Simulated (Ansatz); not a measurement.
Relaxation of H₆InN (8 atoms, charge 0, multiplicity 1), to a largest force component of 0.015 eV/Å in at most 40 steps.

The calculation used RKS r2SCAN/def2-mTZVP (Ansatz 0.2.0).

```xyz
8
Properties=species:S:1:pos:R:3
N -0.506 0.111 -0.980
In 0.449 -0.145 0.826
H 0.041 -0.079 -1.805
H -1.327 -0.444 -1.039
H -0.849 1.146 -1.095
H 0.958 -1.868 1.042
H 1.887 0.955 0.883
H -0.705 0.332 2.197
```

**Question.** Where does it end, and by what steps?

**Answer.** It converged. After 4 steps the energy has fallen by 0.857 eV; In2 moved furthest, 0.31 Å.

```
step  energy less start (eV)  largest force component (eV/Å)  accepted
   0                  0.0000                           4.269       yes
   1                 -0.7477                           1.309       yes
   2                 -0.8518                           0.298       yes
   3                 -0.8569                           0.067       yes
   4                 -0.8572                           0.007       yes
```

```xyz
8
Properties=species:S:1:pos:R:3
N -0.534 0.141 -0.981
In 0.585 -0.157 1.108
H 0.072 -0.083 -1.766
H -1.356 -0.452 -1.056
H -0.843 1.102 -1.104
H 0.902 -1.860 0.920
H 1.871 0.976 0.797
H -0.749 0.342 2.111
```

Whether the end is a true minimum wasn't checked by a vibrational analysis.

Time of the run: 22 s on 1 thread of Arm Neoverse V1 (shared host), peak memory 0.13 GiB.
